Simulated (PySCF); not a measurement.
CH3FSSe. Atoms are numbered in the order given.

```xyz
7

Se     0.0087     0.5005     0.7194
F     -1.7672     0.7507     0.4395
S      0.5010    -1.2095    -0.4929
C      0.8220    -0.5281    -2.1691
H     -0.1108    -0.1125    -2.5928
H      1.1613    -1.3829    -2.7884
H      1.6119     0.2449    -2.1324
```

The structure is a stationary point at PBE-D3(BJ)/def2-SVP. One conformer was computed; it need not be the lowest.

Method: PBE/def2-TZVP (PySCF).

ESP charges are fitted to the potential on shells at 1.4 to 2.0 van der Waals radii. Atomic charges (e):

```json
[
 {"atom": "Se1", "meta-Löwdin": "0.40", "ESP fit": "0.14", "Löwdin": "0.14", "Mulliken": "…"},
 {"atom": "F2", "meta-Löwdin": "-0.45", "ESP fit": "-0.20", "Löwdin": "-0.24", "Mulliken": "…"},
 {"atom": "S3", "meta-Löwdin": "0.04", "ESP fit": "-0.06", "Löwdin": "0.29", "Mulliken": "…"},
 {"atom": "C4", "meta-Löwdin": "-0.42", "ESP fit": "-0.30", "Löwdin": "-0.54", "Mulliken": "-0.33"},
 {"atom": "H5", "meta-Löwdin": "0.14", "ESP fit": "0.14", "Löwdin": "0.12", "Mulliken": "0.16"},
 {"atom": "H6", "meta-Löwdin": "0.14", "ESP fit": "0.17", "Löwdin": "0.12", "Mulliken": "0.14"},
 {"atom": "H7", "meta-Löwdin": "0.14", "ESP fit": "0.11", "Löwdin": "0.11", "Mulliken": "0.15"}
]
```

Q: Fill in the missing entries. (Estimate from the structure and the level; the computed values follow.)

A: 
- Se1, Mulliken: 0.24
- F2, Mulliken: -0.31
- S3, Mulliken: -0.05

Computed Mayer and Wiberg (Löwdin basis) orders of the bonds:
```tsv
bond	Mayer	Wiberg
Se1–F2	0.87	1.43
Se1–S3	1.44	1.91
S3–C4	1.00	1.47
C4–H5	0.95	0.94
C4–H6	0.94	0.93
C4–H7	0.95	0.94
```
